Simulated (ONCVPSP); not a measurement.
# Cd: one change to an ONCV potential, before and after

* Element: Cd
* Generator: ONCVPSP 4.0.1
* Type: optimised norm-conserving Vanderbilt (ONCV)
* Functional: LDA (Perdew-Wang 92)
* Relativity: scalar-relativistic
* Frozen core: [Ar] 3d10
* Valence charge: 20
* Reference configuration: 4s2 4p6 4d10 5s2
* Partial waves: 4s+5s: rc 1.65 bohr, ncon 4, nbas 7, qcut 7.1 1/bohr, 2 projectors; 4p: rc 1.40 bohr, ncon 4, nbas 8, qcut 9.3 1/bohr, 2 projectors, debl 2.6 Ha; 4d: rc 1.75 bohr, ncon 3, nbas 8, qcut 8 1/bohr, 2 projectors, debl 2.3 Ha
* Local potential: polynomial inside 0.95 bohr (lpopt 4, dvloc0 0 Ha)
* Core correction: none

Change: s: qcut 4.9.

Cutoffs: the cutoffs (Ha) at which the residual kinetic energy of the hardest occupied pseudo-wave falls to 1 and 0.1 mHa per electron; they do not see the model core or the augmentation charge, which bear on the density cutoff. Errors are all-electron minus pseudo energies relative to the spin-unpolarised reference configuration.

How do hardness, ghosts and transferability respond?

The potential gets harder (25 Ha and 34 Ha → 25 Ha and 50 Ha); of the 4 tests that both files solve, the error grows in 2 and shrinks in 0 by more than 15 % and 0.3 meV (median size 7.3 → 8.9 meV); neither file shows a bound ghost.

```tsv
quantity	base	changed
cutoff, loose	25 Ha	25 Ha
cutoff, tight	34 Ha	50 Ha
loose cutoff by channel	s 17 Ha, p 20 Ha, d 25 Ha	s 9.8 Ha, p 20 Ha, d 25 Ha
bound ghosts	none	none
GHOST(+) flags under 300 eV	s at 218.7 eV	none
error for 4s2 4p6 4d10 5s1, meV [ΔE 9.62 eV]	-1.7	-1.9
error for 4s2 4p6 4d10 5s0, meV [ΔE 27.14 eV]	-6.5	-8.0
error for 4s2 4p6 4d9 5s0, meV [ΔE 65.40 eV]	-8.1	-9.8
error for 4s1 4p6 4d10 5s2, meV [ΔE 113.45 eV]	-558	-634
s: phases at 1.68 bohr within 0.05 rad from the reference energy up to (Ha; the scan ends near 5)	to the end of the scan	4.9
p: phases at 1.42 bohr within 0.05 rad from the reference energy up to (Ha; the scan ends near 5)	to the end of the scan	to the end of the scan
d: phases at 1.78 bohr within 0.05 rad from the reference energy up to (Ha; the scan ends near 5)	to the end of the scan	to the end of the scan
```
